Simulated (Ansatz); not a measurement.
Molecule: bromo(trimethoxy)silane, C$_{3}$H$_{9}$BrO$_{3}$Si (charge 0, singlet). SMILES: CO[Si](Br)(OC)OC
Coordinates optimised at B3LYP-D3(BJ)/def2-TZVP (Ansatz, a first-principles code):
```xyz
17

C     -2.1679    -1.3610     1.2017
O     -0.8456    -0.8968     1.4500
Si    -0.0363     0.1966     0.5773
Br     0.0975    -0.5276    -1.5491
O     -0.8162     1.6120     0.5973
C     -0.4385     2.7916    -0.1038
O      1.4598     0.3775     1.1610
C      2.4589    -0.6326     1.2449
H     -2.2372    -1.8209     0.2134
H     -2.8842    -0.5397     1.2680
H     -2.4040    -2.1053     1.9604
H     -0.4085     2.6088    -1.1803
H      0.5403     3.1421     0.2295
H     -1.1849     3.5551     0.1092
H      3.3537    -0.1774     1.6662
H      2.1305    -1.4476     1.8928
H      2.6906    -1.0306     0.2544
```

Quantity: vertical triplet-singlet gap (E(triplet) - E(singlet); each state is the SCF solution reached for its spin; the molecule has degenerate orbitals, so one determinant may break the symmetry), in kcal/mol. Correlated levels leave the core frozen unless marked. UHF or UKS for open shells. Spin-orbit coupling is left out. Frozen are the shells of the preceding noble gas and the d and f shells that filled before the atom's block. Non-relativistic. 

```json
[
 {"level": "PBE0/def2-TZVPD", "program": "Ansatz", "vertical triplet-singlet gap (kcal/mol)": "162.8"},
 {"level": "wB97X-V/def2-TZVPD", "program": "Ansatz", "vertical triplet-singlet gap (kcal/mol)": "174.7"},
 {"level": "B2PLYP/def2-TZVPD", "program": "Ansatz", "vertical triplet-singlet gap (kcal/mol)": "167.9"},
 {"level": "MP2/def2-SVPD", "program": "Ansatz", "vertical triplet-singlet gap (kcal/mol)": "175.7"},
 {"level": "CCSD/def2-SVPD", "program": "Ansatz", "vertical triplet-singlet gap (kcal/mol)": "172.2"},
 {"level": "CCSD(T)/def2-SVPD", "program": "Ansatz", "vertical triplet-singlet gap (kcal/mol)": "171.0"}
]
```
